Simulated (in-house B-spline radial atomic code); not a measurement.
Relativistic effects in the selenium ion Se¹⁴⁺, [Ar] 3d2: non-relativistic Hartree-Fock (point nucleus) against Dirac-Hartree-Fock (Fermi nucleus of rms radius 4.14 fm), both averages of the configuration, computed with a radial B-spline atomic code at the basis-set limit.

```tsv
orbital	ε NR (Eh)	ε Dirac (Eh)	<r> NR (bohr)	<r> Dirac (bohr)	change of <r> (%)
1s1/2	-477.57	?	0.04499	?	?
2s1/2	-77.415	-79.127	0.1983	0.1941	-2.1
2p1/2	-71.039	-72.488	0.1716	0.1675	-2.4
2p3/2	-71.039	-70.933	0.1716	0.1711	-0.3
3s1/2	-23.072	-23.447	0.5301	0.522	-1.5
3p1/2	-20.677	?	0.5243	?	?
3p3/2	-20.677	-20.689	0.5243	0.523	-0.2
3d3/2	-17.351	-17.334	0.4847	0.4839	-0.2
3d5/2	-17.351	-17.282	0.4847	0.4858	+0.2
```

Question: What happens to 1s1/2?

Answer: Its energy goes to -485.06 hartree and <r> to 0.04407 bohr (-2.03 %).

Question: What happens to 3p1/2?

Answer: Its energy goes to -20.978 hartree and <r> to 0.5162 bohr (-1.54 %).

Question: What explains the pattern of contraction and expansion?

Answer: Expansion is seen in 3d5/2. The s and p1/2 orbitals contract directly, screen the nucleus better, and so push out orbitals that have little density near the nucleus; spin-orbit coupling adds to this for j = l + 1/2 and opposes it for j = l - 1/2.

Question: By how much does the total energy change?

Answer: By -29 hartree, from -2307.462 to -2336.462.
